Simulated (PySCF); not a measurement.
Molecule: `C/C(CF)=C(/C#N)C(F)F`, C₆H₆F₃N.

Bonds (- single, = double, # triple, : aromatic): C1-C2, C2-C3, C3-F4, C2=C5, C5-C6, C6#N7, C5-C8, C8-F9, C8-F10. C1 carries H11, H12, H13; C3 carries H14, H15; C8 carries H16. Stereochemistry as in C/C(CF)=C(/C#N)C(F)F.

Frames of a GFN2-xTB Langevin trajectory at 300 K; GIAO PBE0/pcSseg-1 shieldings in PySCF, gas phase, non-relativistic; equivalent atoms averaged within each frame.

Referencing at the same level of theory: ¹³C (σ = 186.93 ppm) and ¹H (σ = 31.72 ppm) against TMS; ¹⁹F (σ = 170.95 ppm) against CFCl3; NH3 for ¹⁵N (σ = 267.73 ppm). The references are static minima.

Q: How do the shifts (ppm) fluctuate along the trajectory?

A: 
```csv
time (fs),C2,C8,C6,C5,C3,C1,F9/F10,F4,N7,H16
250,182.6,121.7,119.9,108.4,91.0,22.6,-105.0,-258.9,333.0,6.56
425,181.5,122.6,117.5,108.1,88.4,18.8,-116.9,-256.2,323.8,7.96
625,171.9,119.1,123.4,107.2,92.1,16.6,-126.0,-250.4,342.1,6.27
800,194.9,117.1,121.6,113.0,92.7,18.7,-138.8,-252.6,331.6,6.08
1000,172.8,118.3,119.8,117.9,90.6,16.4,-129.6,-253.8,324.7,5.48
mean of frames,180.7,119.8,120.4,110.9,91.0,18.6,-123.3,-254.4,331.0,6.47
standard deviation,9.3,2.3,2.2,4.5,1.7,2.5,12.9,3.3,7.4,0.92
```

5 frames give an uncertainty of the mean of about the standard deviation over 2.2 at best, since frames this close in time may not be independent; classical motion lacks zero-point vibration, and the reference would need the same averaging.
